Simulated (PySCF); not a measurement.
# Working out the ionisation energy of Hg

Hg [Xe] 4f14 5d10 6s2 (1S) → Hg⁺ [Xe] 4f14 5d10 6s1 (2S). Computed with PySCF 2.14 in aug-cc-pwCVTZ-PP with ECP60MDF (8s8p7d4f3g, 122 functions), with a scalar-relativistic core potential. Frozen: nothing. Energies in hartree (1 hartree = 27.21139 eV):

```csv
part,Hg (lower),Hg⁺ (upper)
UHF,-152.540747,-152.228888
MP2 opposite-spin,-0.541440,-0.487735
MP2 same-spin,-0.248206,-0.225172
```

Q: What does Hartree-Fock give?

A: (-152.228888) − (-152.540747) = 0.311859 hartree = 8.486 eV.

Q: What do MP2 and SCS-MP2 (6/5 opposite-spin, 1/3 same-spin) give?

A: The opposite-spin parts differ by 1.461 eV and the same-spin parts by 0.627 eV. MP2: 8.486 + (1.461) + (0.627) = 10.574 eV. SCS-MP2: 8.486 + 1.2 × (1.461) + (0.627)/3 = 10.448 eV.

Measured between the centres of the two terms (NIST): 10.438 eV, so MP2 (valence and next inner shell) is off by 0.136 eV.

What remains against the reference includes basis incompleteness and correlation beyond second order.
